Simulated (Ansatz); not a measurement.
`C[CH2][AlH][OH]` + H₂ → `[OH][AlH2]` + `CC` at 700 K and 1 bar (hydrogenolysis of the Al–C bond).

Calculated with Ansatz (gas phase, PBE0-D4/def2-TZVP geometries, no zero-point term in ΔE). CBS: MP2 limit from def2 TZ/QZ plus the TZ coupled-cluster correction, frozen cores. This one scheme is used for every species. One conformer a species, not always the lowest.

| species | CCSD(T)/CBS energy (Eh) | H − E (kJ/mol) | S (J/(mol·K)) |
| --- | --- | --- | --- |
| `C[CH2][AlH][OH]` | -397.56357 | 299.2 | 448.9 |
| H₂ | -1.17544 | 46.8 | 155.3 |
| `[OH][AlH2]` | -319.03157 | 111.2 | 312.7 |
| `CC` | -79.71954 | 238.1 | 289.3 |

H − E and S are ideal-gas, rigid-rotor, harmonic terms from PBE0-D4/def2-TZVP, for one conformer and one mirror image of each species. The MP2-based limit puts H₂ 0.8 mEh under its directly extrapolated value; such offsets cancel only in part. 1 Eh = 2625.50 kJ/mol, R = 8.31446 J/(mol·K).

Task: By hand: ΔE, ΔH, ΔS and ΔG.

Result: ΔE = (-319.03157) + (-79.71954) − (-397.56357) − (-1.17544) = -0.01210 Eh = -31.8 kJ/mol. Δ(H − E) = 111.2 + 238.1 − 299.2 − 46.8 = 3.3, so ΔH = -28.5 kJ/mol. ΔS = 312.7 + 289.3 − 448.9 − 155.3 = -2.2 J/(mol·K). ΔG = -28.5 − 700 × (-2.2)/1000 = -27.0 kJ/mol.

Task: By hand: the equilibrium constant, and the temperature at which ΔG would vanish if ΔH and ΔS stayed fixed.

Result: log₁₀ K = −ΔG/(RT ln 10) = 2.0. ΔG = 0 at ΔH/ΔS = 12955 K, far beyond where these terms or the molecules hold.

The number of gas molecules stays the same, so ΔS is small and ΔH decides. A doubt of 5 kJ/mol in ΔE shifts log₁₀ K by 0.4 here. Other conformers and mirror images would add mixing entropy, several J/(mol·K) or more a flexible species. These are equilibria of isolated gas molecules and say nothing of rates. Largest T1 diagnostic: 0.012 (customary marks: 0.02 for closed shells, 0.045 for open ones).
